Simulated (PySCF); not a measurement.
C2H7BFN (SMILES CN(C)BF), singlet, at a GFN2-xTB geometry. Base run: WB97X/6-31G, TDA in PySCF.

Input for PySCF:
```python
from pyscf import gto, scf, dft, tdscf

mol = gto.M(
    atom='''
B     0.35289219   -0.92109293    0.53448699
H     0.28675516   -1.33363356    1.62801690
F     0.99046068   -1.66452632   -0.37802504
N    -0.19216122    0.28829975    0.14400111
C    -0.11210802    0.80124372   -1.20736395
C    -0.90147280    1.17619112    1.03516186
H    -1.11524947    0.94686308   -1.61902885
H     0.40915287    1.76307505   -1.21891173
H     0.42922823    0.09647472   -1.83211443
H    -0.40242326    2.14899775    1.08178065
H    -1.92525051    1.33362914    0.68207695
H    -0.93420668    0.74808810    2.03317569
''',
    basis='6-31g',
    verbose=4,
)

mf = dft.RKS(mol)
mf.xc = 'wb97x'
mf.kernel()
td = mf.TDA()
td.nstates = 5
td.kernel()
td.analyze()
```

Variants of this job, named by their change:

```tsv
change	first excitation (eV)	oscillator strength of the first	second (eV)	core-seconds (rough)
base	8.53	0.441	9.04	30
functional = b3lyp	8.12	0.428	8.23	20
functional = m062x	8.32	0.435	8.84	60
nstates = 15	8.53	0.441	9.04	50
functional = lc_wpbe	8.64	0.445	9.09	30
functional = bhandhlyp	8.60	0.437	9.12	20
functional = hf	9.41	0.435	10.38	2
conv_tol = 1e-3	8.53	0.441	9.04	20
functional = pbe	7.67	0.038	7.78	20
states = triplets	6.34	-	8.61	40
functional = blyp	7.54	0.037	7.76	20
```

An iterative solver can miss low states, so a row lists the states that it found.
